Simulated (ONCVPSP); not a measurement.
Tb: variants of one ONCV potential

Base potential:

* Element: Tb (Z = 65)
* Generator: ONCVPSP 4.0.1
* Type: optimised norm-conserving Vanderbilt (ONCV)
* Functional: PBE
* Relativity: scalar-relativistic
* Frozen core: [Kr] 4d10 4f8
* Valence charge: 11
* Reference configuration: 5s2 5p6 5d1 6s1.5 (charge +0.5)
* Partial waves: 5s+6s: rc 2.00 bohr, ncon 3, nbas 6, qcut 6.8 1/bohr, 2 projectors; 5p: rc 1.55 bohr, ncon 4, nbas 9, qcut 4.5 1/bohr, 2 projectors, debl 3.3 Ha; 5d: rc 3.35 bohr, ncon 3, nbas 8, qcut 4.9 1/bohr, 2 projectors, debl 0.8 Ha
* Local potential: polynomial inside 1.00 bohr (lpopt 5, dvloc0 0 Ha)
* Core correction: none

All-electron outer shells of the reference configuration (PBE, scalar-relativistic, ld1.x):

| shell | level (eV) | outermost node (bohr) | outermost maximum (bohr) |
| --- | --- | --- | --- |
| 5s | -54.32 | 0.64 | 1.18 |
| 5p | -30.93 | 0.69 | 1.33 |
| 4f | -12.01 | – | 0.55 |
| 6s | -6.72 | 1.57 | 3.24 |
| 5d | -5.25 | 0.77 | 1.92 |

Cutoffs, loose and tight: the cutoffs (Ha) at which the residual kinetic energy of the hardest occupied pseudo-wave falls to 1 and 0.1 mHa per electron. They do not see the model core or the augmentation charge, which bear on the density cutoff. Test errors are all-electron minus pseudo excitation energies from the reference, over the configurations 5s2 5p6 5d1 6s2; 5s2 5p6 5d1 6s1; 5s2 5p6 5d1 6s0; 5s1 5p6 5d1 6s2. A dash means not determined; rows that change the core or the reference have their own tests.

A true bound ghost makes a file unfit for plane-wave use even where its test errors are small: the radial tests pick states by their node count and pass the ghost by.

```csv
change,outcome,"cutoff, loose","cutoff, tight",bound ghosts,GHOST(+) flags above zero,largest test error (meV)
base,generated,72 Ha,114 Ha,s,"p, d",-356
s: qcut 4.7,generated,72 Ha,114 Ha,s,"p, d",-528
fully relativistic,generated,72 Ha,114 Ha,s,"p3/2, d5/2, p1/2, d3/2",-324
s: nbas 8,generated,72 Ha,114 Ha,s,"p, d",-378
```

Q: What comes out with this change to the base: all radii scaled by about 1.33 (s 2.66, p 2.06, d 4.46 bohr); local potential polynomial inside 1.32 bohr (lpopt 5, dvloc0 0 Ha)?

A: outcome: generated; cutoff, loose: 8.2 Ha; cutoff, tight: 11 Ha; bound ghosts: none; GHOST(+) flags above zero: s, p, d; largest test error (meV): -672.
